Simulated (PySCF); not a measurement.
Cartesian coordinates (Å):
```xyz
21

Zr    -0.5044    -0.5293    -0.3243
O      0.1726     0.8541    -1.5025
C      0.6621     1.8392    -2.3464
H      0.6580     1.5023    -3.4003
H      1.7025     2.1104    -2.0846
H      0.0501     2.7591    -2.2857
O     -2.0850     0.1194     0.5930
C     -3.2157     0.5839     1.2473
H     -3.4371     1.6320     0.9696
H     -3.0861     0.5478     2.3457
H     -4.1040    -0.0253     0.9937
O     -0.9602    -2.0999    -1.3664
C     -1.2854    -3.2236    -2.1106
H     -0.6659    -4.0920    -1.8164
H     -1.1259    -3.0482    -3.1915
H     -2.3463    -3.5047    -1.9690
O      0.8555    -0.9907     0.9789
C      1.8277    -1.3141     1.9129
H      1.4670    -1.1382     2.9441
H      2.7405    -0.7057     1.7683
H      2.1184    -2.3789     1.8361
```
Charge 0, spin multiplicity 1.

Problem. Predict the HOMO–LUMO gap, HOMO and charge on the central atom (Mulliken) from TPSSh-D3(BJ)/def2-TZVP // r2SCAN-D4/def2-SVP run with PySCF 2.14.0.

Solution. 
```
Property                                  Value
-------------------------------------  --------
HOMO–LUMO gap                           6.63 eV
HOMO                                   -6.70 eV
charge on the central atom (Mulliken)    1.76 e
```
